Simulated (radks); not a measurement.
La II, configuration [Xe] 5d1 6d1 (not the ground configuration). Calculated with a radial shooting solver on a logarithmic mesh with Libxc functionals: scalar-relativistic Kohn-Sham, LDA (Slater exchange, Perdew-Wang correlation), spin-polarised, spherical densities, finite nucleus; open shells are filled with parallel spins first (spin-orbit coupling, left out, can overturn this in heavy ions); Fermi nuclear charge, rms radius 4.855 fm.

Normalised radial functions P(r) = r R(r), r in bohr:

```
   r/bohr * 5s down, o 5p up, + 5p down (the largest magnitude, 0.924, reaches the edge; | marks zero, & curves that meet)
0.0008791                             &*
  0.00122                             &*
 0.001681                             & *
 0.002333                             & *
 0.003239                             & *
  0.00446                             &  *
 0.006192                             &   *
 0.008527                             |&  *
  0.01184                             |&  *
  0.01643                             | & *
  0.02263                             | *&
  0.03141                             *    &
  0.04361                         *   |     &
  0.06005                      *      |     &
  0.08336                       *     |   &
   0.1157                            &|
   0.1594                      &      |      *
   0.2212                    &        |         *
   0.3047                           & | *
   0.4229                  *          |        &
   0.5871               *             |            &
   0.8085                             |& *
    1.122            &                |                      *
    1.558    &                        |                          *
    2.146         &                   |               *
    2.979                    &        |    *
    4.135                           & |*
    5.694                             &
    7.904                             &
    10.89                             &
    15.11                             &
    20.98                             &
```

5s down: eigenvalue -47.444 eV, 4 radial nodes at r = 0.0309, 0.122, 0.323, 0.773 bohr, <r> = 1.55 bohr, 90 % of the charge inside 2.22 bohr. 5p up: eigenvalue -31.189 eV, 3 radial nodes at r = 0.109, 0.325, 0.828 bohr, <r> = 1.79 bohr, 90 % of the charge inside 2.61 bohr. 5p down: eigenvalue -30.727 eV, 3 radial nodes at r = 0.109, 0.325, 0.828 bohr, <r> = 1.79 bohr, 90 % of the charge inside 2.60 bohr.
